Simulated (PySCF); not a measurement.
Isomers of C4H12Si2 and their computed core-level spectra.

Theory: delta-SCF UKS SCAN, pcX-2 on the ionised atom, pcseg-1 elsewhere, spin-free X2C in PySCF. Geometries: PBE0-D3(BJ)/def2-SVP; isolated species, one conformer each.

Line lists (1s up to Mg, 2p3/2 beyond; areas count atoms within a level, one atom standing for each set equivalent by bonding):
1. C 1s: 289.94 (area 1), 289.99 (area 1), 290.06 (area 1), 290.58 (area 1) eV; Si 2p3/2: 106.20 (area 1), 106.57 (area 1) eV
2. C 1s: 289.28 (area 2), 290.00 (area 1), 290.60 (area 1) eV; Si 2p3/2: 106.05 (area 1), 106.29 (area 1) eV
3. C 1s: 289.97 (area 1), 289.98 (area 1), 290.48 (area 1), 290.49 (area 1) eV; Si 2p3/2: 105.93 (area 1), 105.99 (area 1) eV

Structures:
A. `CC[SiH2]/C=C\[SiH3]`
B. `CC[SiH]1C[SiH2]C1`
C. `C[C@@H]1CC[SiH2][SiH2]1`

**Question.** Which list belongs to which compound?

**Answer.** 
- 1 = A: another candidate has the same counts of sites, so positions decide. C 1s: 289.94 alkene CH carbon, 289.99 alkene CH carbon, 290.06 sp3 carbon bound to silicon, 290.58 methyl carbon; Si 2p3/2: 106.20 SiH2 silicon, 106.57 SiH3 silicon.
- 2 = B: no other candidate has these counts of sites. C 1s: 289.28 sp3 carbon bound to silicon (×2), 290.00 sp3 carbon bound to silicon, 290.60 methyl carbon; Si 2p3/2: 106.05 SiH silicon, 106.29 SiH2 silicon.
- 3 = C: another candidate has the same counts of sites, so positions decide. C 1s: 289.97 sp3 carbon bound to silicon, 289.98 sp3 carbon bound to silicon, 290.48 methyl carbon, 290.49 ring CH2 carbon; Si 2p3/2: 105.93 SiH2 silicon, 105.99 SiH2 silicon.

The 2p values aren't plain energy differences: one relaxed spin-free 2p hole is combined with a matrix within the shell (ground-state 2p orbital-energy differences and spin–orbit coupling). 2p3/2, the mean of its two sublevels, lies a third of the splitting below the shell's mean and 2p1/2 two thirds above it; the statistical areas are 2:1.
